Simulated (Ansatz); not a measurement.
PbI3, SMILES [I][Pb-]([I])[I], charge -1.

Geometry: PBE-D3(BJ)/def2-SVPD. The isomer is the one that the SMILES or the coordinates give; other isomers of the formula were not compared. The def2 effective core potentials stand for the cores of I, Pb; spin–orbit coupling is left out.

Two levels are set side by side: PBE/def2-TZVPD (Ansatz, a quantum-chemistry and plane-wave program) and CAM-B3LYP/def2-TZVPD (Ansatz). Energy differences of separate SCF runs at the same geometry; the states with an electron removed or added have multiplicity 2. Differences are taken from unrounded values.

```
quantity                            PBE
---------------------------------  ----
vertical ionisation energy (eV)    4.29
vertical singlet–triplet gap (eV)  2.97
```

**Question.** These are the PBE values. What does CAM-B3LYP give? (The exact figures need the calculation; the answer reports its results.)

**Answer.** 
```
quantity                           CAM-B3LYP  PBE minus CAM-B3LYP
---------------------------------  ---------  -------------------
vertical ionisation energy (eV)         4.78                -0.49
vertical singlet–triplet gap (eV)       3.24                -0.27
```
